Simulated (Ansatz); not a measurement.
Ansatz (a program for electronic structure) input:

Ansatz 0.2 input:
```yaml
crystal:
  periodic: [false, false, false]
  atoms:
    - {symbol: O, position_ang: [-1.44519553, 0.09522087, -0.08145760]}
    - {symbol: Si, position_ang: [0.08755461, 0.00914778, -0.00119263]}
    - {symbol: O, position_ang: [1.56144574, -0.19888809, 0.12744914]}
    - {symbol: H, position_ang: [-2.15576622, 0.70126888, -0.35123545]}
basis:
  gaussian:
    orbitals: def2-TZVP
hamiltonian:
  xc: b3lyp
  dispersion: d3bj
total_charge: 1
phonons: {temperatures: {t_min: 298.15, t_max: 298.15, t_step: 100}}
```

Predict the final energy.

-440.31680 Eh (B3LYP-D3(BJ)/def2-TZVP). The basis has 105 functions. The run takes very roughly 29 core-seconds.

It need not be the lowest isomer of its formula.
